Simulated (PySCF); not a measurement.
(ClMg-mu-Cl)2.
Z-matrix (Å and degrees, PBE0-D3(BJ)/def2-SVP geometry), rows numbered from 1:
```
Mg
Cl  1  2.1891
Cl  1  2.3741  2  134.31
Mg  3  2.3719  1   87.62  2   179.72
Cl  4  2.1892  3  133.29  1   179.61
Cl  1  2.3719  2  133.32  3   179.59
```

The computed photoelectron lines, unassigned: Mg 1s: 1313.33 eV; Cl 1s: 2827.78 (area 2), 2829.61 (area 2) eV; Cl 2p3/2: 205.18 (area 2), 206.99 (area 2) eV.

Theory: delta-SCF UKS SCAN, pcX-2 on the ionised atom, pcseg-1 elsewhere, spin-free X2C in PySCF 2.14.0. The structure is a single PBE0-D3(BJ)/def2-SVP conformer in the gas phase; no vibrational or solvent corrections.

Question: Order the chlorine atoms by Cl 1s binding energy.

Answer: 2827.78 eV: Cl2/Cl5 (chlorine bonded to Mg); 2829.61 eV: Cl3/Cl6 (chlorine bonded to 2 Mg). Lowest listed Cl 1s: Cl2/Cl5, bonded to Mg. Highest, 1.83 eV above it: Cl3/Cl6, bonded to 2 Mg.

Question: Order the chlorine atoms by Cl 2p3/2 binding energy.

Answer: 205.18 eV: Cl2/Cl5 (chlorine bonded to Mg); 206.99 eV: Cl3/Cl6 (chlorine bonded to 2 Mg). The listed Cl 2p3/2 values span 1.81 eV, from Cl2/Cl5 (bonded to Mg) to Cl3/Cl6 (bonded to 2 Mg).

Bonded neighbours of each site: Mg1/Mg4: 3 Cl; Cl2/Cl5: Mg; Cl3/Cl6: 2 Mg.

Question: Give the binding energy of Cl 2p3/2 of Cl3/Cl6 in hartree and in kJ/mol.

Answer: 206.99 eV = 7.6067 Eh = 19971 kJ/mol.

The first atom of each set that the bonding makes equivalent was ionised and stands for the set. 2p3/2 and 2p1/2 are the ΔSCF energy of one spin-free 2p hole plus the eigenvalues of a spin–orbit and ligand-field matrix of the shell. 2p1/2 minus 2p3/2 (ligand field included): Cl 1.65 eV.
